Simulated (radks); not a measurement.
Results of a calculation; reference values are marked as such.
Task: The gold ion Au+ is in [Xe] 4f14 5d10. Level of theory: Dirac Kohn-Sham, relativistic LDA (MacDonald-Vosko exchange, VWN5 correlation), spin-unpolarised, spherical densities, finite nucleus; Fermi nuclear charge, rms radius of each element as measured or else 0.836 A^(1/3) + 0.57 fm (a radial shooting solver on a logarithmic mesh with Libxc functionals). Sub-shells are occupied by j as written (lower j first in brackets). One electron is removed from 5p1/2, 5d3/2, 5d5/2, 5p3/2 in turn, with full relaxation. Which removal costs least, and what does each cost?

Result: 5d5/2 20.852 eV; 5d3/2 22.567 eV; 5p3/2 71.046 eV; 5p1/2 87.885 eV. The 5d5/2 electron leaves first.
